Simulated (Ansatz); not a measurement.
Frontier orbitals of Cl$_{3}$H$_{3}$O$_{3}$W (`[OH][W]([OH])([OH])([Cl])([Cl])[Cl]`).

```xyz
10

O    -1.404   -0.711   -1.111
W    -0.090   -0.111    0.060
O    -1.038    1.264    0.869
O     1.265   -1.289   -0.407
Cl    1.694    0.875    1.305
Cl    0.483    1.305   -1.738
Cl   -0.841   -1.585    1.653
H    -1.554   -0.397   -2.008
H    -0.696    1.918    1.485
H     2.179   -1.269   -0.108
```

Total charge 0; spin multiplicity 1. Correlated methods include outer-core shells of W, which these sets cover unevenly. W takes the def2 core potential. The geometry is a stationary point of PBE0-D4/def2-TZVP. It is one conformer, not always the lowest. Basis def2-TZVPP, the Gaussian-basis code of Ansatz.

```json
{"functional": "LDA (SPW92)", "HOMO (eV)": "-7.38", "LUMO (eV)": "-5.01", "gap (eV)": "2.37"}
{"functional": "PBE", "HOMO (eV)": "-7.21", "LUMO (eV)": "-4.81", "gap (eV)": "2.40"}
{"functional": "BLYP", "HOMO (eV)": "-7.04", "LUMO (eV)": "-4.70", "gap (eV)": "2.34"}
{"functional": "r2SCAN", "HOMO (eV)": "-7.58", "LUMO (eV)": "-4.88", "gap (eV)": "2.70"}
{"functional": "PBE0", "HOMO (eV)": "-8.59", "LUMO (eV)": "-4.29", "gap (eV)": "4.30"}
{"functional": "ωB97M-V", "HOMO (eV)": "-10.78", "LUMO (eV)": "-2.35", "gap (eV)": "8.43"}
{"functional": "HF", "HOMO (eV)": "-11.85", "LUMO (eV)": "-1.13", "gap (eV)": "10.72"}
```

Problem. What is the vertical ionisation energy at frozen-core CCSD(T)/def2-TZVPP? (Best estimate.)

Solution. Ansatz gave: 10.63 eV (T1 of the cation 0.035).

A quarter of exact exchange (PBE0) shifts PBE's HOMO by −1.38 eV and its LUMO by +0.52 eV; full exchange at long range (ωB97M-V) shifts them by −3.58 and +2.45 eV. The gap opens from 2.40 to 8.43 eV, since occupied levels lose self-interaction and empty ones feel all the electrons. −ε(HOMO) differs from that ionisation energy by −3.42 eV with PBE and +0.15 eV with ωB97M-V.
